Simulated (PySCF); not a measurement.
In(OH) (HInO), SMILES [OH][In] (connectivity only; charge and spin as stated), neutral, multiplicity 1. Heavy atoms are numbered as in [In:1][OH:2]. Hydrogens are named by the atom that carries them.

Geometry optimised at B3LYP-D3(BJ)/def2-TZVP. A frequency run showed that this geometry is not a minimum. The def2 effective core potentials stand for the cores of In; spin–orbit coupling is left out.

Computed with r2SCAN/def2-TZVPD (PySCF).

Mulliken values depend strongly on the basis, most of all with diffuse functions as here. ESP charges are fitted to the potential on shells at 1.4 to 2.0 van der Waals radii. Atomic charges (e), one atom of each kind:

```
atom     Mulliken  ESP fit
-------  --------  -------
In1          0.43      [?]
O2 (OH)     -0.69      [?]
H on O2      0.26      [?]
```

Problem. Fill in the missing entries. (The exact figures need the calculation; the answer reports its results.)

Solution. 
- In1, ESP fit: 0.28
- O2 (OH), ESP fit: -0.57
- H on O2, ESP fit: 0.29
